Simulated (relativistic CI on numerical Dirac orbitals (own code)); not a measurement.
**Ligand-field terms of d3**

Computed with a parametric ligand-field model of a d^n configuration (Racah B and C, spin-orbit zeta, crystal field), exact diagonalisation.

Field parameters in Wybourne normalisation: Oh B⁴₀ = 21Dq, B⁴₄ = √(5/14) B⁴₀. The field is a parameter set, without covalency.

B = 950 cm⁻¹, C = 4650 cm⁻¹ (C/B = 4.89), Oh, no spin-orbit coupling. Tanabe-Sugano data, E/B above the lowest term (Δ = |10Dq|; b, c mark the second and third term of a kind):

```
 Δ/B   4A2    4T2    4T1  4T1(b)     2E    2T1    2T2
 1.0  0.00   1.00   1.79   16.21  19.59  19.65  20.03
 3.0  0.00   3.00   5.29   18.71  20.46  20.89  22.52
 5.0  0.00   5.00   8.68   21.32  20.87  21.54  24.74
 7.0  0.00   7.00  11.92   24.08  21.13  21.92  26.63
 9.0  0.00   9.00  15.00   27.00  21.32  22.18  28.07
11.0  0.00  11.00  17.92   30.08  21.47  22.36  29.13
13.0  0.00  13.00  20.68   33.32  21.60  22.50  29.96
15.0  0.00  15.00  23.29   36.71  21.70  22.61  30.66
17.0  0.00  17.00  25.79   40.21  21.80  22.70  31.27
19.0  0.00  19.00  28.19   43.81  21.88  22.78  31.80
21.0  0.00  21.00  30.51   47.49  21.96  22.85  32.27
23.0  0.00  23.00  32.78   51.22  22.02  22.90  32.70
25.0  0.00  25.00  35.00   55.00  22.09  22.95  33.08
27.0  0.00  27.00  37.18   58.82  22.14  22.99  33.43
29.0  0.00  29.00  39.34   62.66  22.20  23.03  33.74
31.0  0.00  31.00  41.47   66.53  22.25  23.07  34.03
33.0  0.00  33.00  43.58   70.42  22.29  23.10  34.29
35.0  0.00  35.00  45.68   74.32  22.33  23.12  34.52
37.0  0.00  37.00  47.77   78.23  22.37  23.15  34.74
39.0  0.00  39.00  49.84   82.16  22.41  23.17  34.94
41.0  0.00  41.00  51.91   86.09  22.45  23.19  35.13
43.0  0.00  43.00  53.97   90.03  22.48  23.21  35.30
45.0  0.00  45.00  56.03   93.97  22.51  23.23  35.46
47.0  0.00  47.00  58.08   97.92  22.54  23.25  35.61
```

The ground term stays 4A2.
